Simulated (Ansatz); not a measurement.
[Cu(SH)2]- (CuH₂S₂⁻). Charge -1, multiplicity 3. Geometry r2SCAN-D4/def2-TZVPD, that of the charge -1 singlet.

```csv
atom,x (Å),y (Å),z (Å)
Cu1,-0.302,0.133,0.135
S2,0.473,-0.062,2.135
H3,0.980,-1.302,1.988
S4,-1.125,0.349,-1.844
H5,-0.027,0.882,-2.414
```

At PBE-D4/def2-TZVPD, r2SCAN-D4/def2-TZVPD, PBE0-D4/def2-TZVPD the highest occupied level of the charge -1 triplet lies above zero (up to 1.69 eV). By energy differences it is unbound by 0.44 eV (vertical, to the charge 0 doublet, at r2SCAN-D4/def2-TZVPD) and held by the finite basis. At PBE-D4/def2-TZVPD, r2SCAN-D4/def2-TZVPD the gap within one spin of the charge -1 triplet nearly closes, so an electron or hole may be smeared out by delocalisation error. At PBE0-D4/def2-TZVPD a singlet of charge -1 lies 3.93 eV below the triplet at the same geometry.

(1) Estimate the α-spin orbital energies around the gap (eV) in Ansatz with PBE-D4/def2-TZVPD, r2SCAN-D4/def2-TZVPD, PBE0-D4/def2-TZVPD.

Answers

(1) 
```
orbital  PBE-D4/def2-TZVPD  r2SCAN-D4/def2-TZVPD  PBE0-D4/def2-TZVPD
 HOMO−5              -3.46                 -3.87               -5.88
 HOMO−4              -3.44                 -3.75               -5.28
 HOMO−3              -2.97                 -3.24               -4.97
 HOMO−2              -2.84                 -3.17               -4.15
 HOMO−1              -2.63                 -2.92               -3.11
   HOMO               1.67                  1.69                1.31
   LUMO               2.10                  2.22                2.70
 LUMO+1               2.60                  2.69                3.06
 LUMO+2               2.63                  2.74                3.07
 LUMO+3               2.88                  3.04                3.31
 LUMO+4               3.00                  3.23                3.70
 LUMO+5               3.15                  3.40                3.76
 β HOMO              -2.15                 -2.27               -3.07
 β LUMO              -2.13                 -2.13               -1.41
```
